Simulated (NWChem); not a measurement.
System: CH6OSi2; SMILES [SiH2]1O[SiH2]C1

NWChem input:

```
start job
memory heap 200 mb stack 900 mb global 1100 mb
geometry units angstroms noautoz
  C      0.000000     0.000000     1.328039
  Si     1.260064     0.000000    -0.092421
  O      0.000000     0.000000    -1.233258
  Si    -1.260064     0.000000    -0.092421
  H      0.000000    -0.896164     1.966588
  H      0.000000     0.896164     1.966588
  H      2.114800     1.217667    -0.201890
  H      2.114800    -1.217667    -0.201890
  H     -2.114800    -1.217667    -0.201890
  H     -2.114800     1.217667    -0.201890
end
basis spherical
  C library def2-svp
  Si library def2-svp
  O library def2-svp
  H library def2-svp
end
dft
  xc mn15
  iterations 150
  mulliken
end
task dft energy
```

The geometry was optimised at PBE0/def2-SVP.

### Question
What results follow from this input? (MN15/def2-SVP.) Quantities: energy (Ha); highest occupied level (eV); orbital gap (eV); dipole (D).

### Answer
The energy (Ha) is -695.30. The highest occupied level (eV) is -8.95 and the orbital gap (eV) is 9.23. The dipole (D) is 1.78.
